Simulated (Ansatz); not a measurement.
One change: `CB(P)C[SiH3]` becomes `CB(C)C[SiH3]`.

Ansatz, PBE0-D4/def2-TZVP geometries, multiplicity 1. Each molecule was computed in one conformer, which needn't be the lowest.

```csv
property,`CB(P)C[SiH3]`
size of the dipole moment (ωB97M-V/def2-TZVPP) / D,0.90
LUMO energy (B3LYP/def2-TZVPP) / eV,-1.19
size of the dipole moment (PBE/def2-TZVPP) / D,0.82
LUMO energy (ωB97M-V/def2-TZVPP) / eV,0.90
HOMO energy (ωB97M-V/def2-TZVPP) / eV,-9.27
HOMO–LUMO gap (PBE/def2-TZVPP) / eV,4.13
```

(1) Give the same properties after the change, and the shifts. (An estimate is asked.)

## Answers

(1) The calculation gave: 
```json
{"property": "size of the dipole moment (ωB97M-V/def2-TZVPP) / D", "`CB(C)C[SiH3]`": "0.70", "shift": "-0.20"}
{"property": "LUMO energy (B3LYP/def2-TZVPP) / eV", "`CB(C)C[SiH3]`": "-0.61", "shift": "0.58"}
{"property": "size of the dipole moment (PBE/def2-TZVPP) / D", "`CB(C)C[SiH3]`": "0.71", "shift": "-0.11"}
{"property": "LUMO energy (ωB97M-V/def2-TZVPP) / eV", "`CB(C)C[SiH3]`": "1.52", "shift": "0.62"}
{"property": "HOMO energy (ωB97M-V/def2-TZVPP) / eV", "`CB(C)C[SiH3]`": "-10.66", "shift": "-1.39"}
{"property": "HOMO–LUMO gap (PBE/def2-TZVPP) / eV", "`CB(C)C[SiH3]`": "5.72", "shift": "1.59"}
```

With PBE0 the HOMO falls by 1.27 eV and the LUMO rises by 0.61 eV, so the gap widens by about 1.88 eV. PBE moves the HOMO by -1.05 eV and ωB97M-V by -1.39 eV. The zero-point energy changes by 48.5 kJ/mol with +3 modes. Dipoles are sizes alone; their direction can turn.

Positive LUMOs are unbound, so they and the gaps depend on the basis.

B3LYP here is the variant with VWN-RPA as its local correlation; programs differ in this.
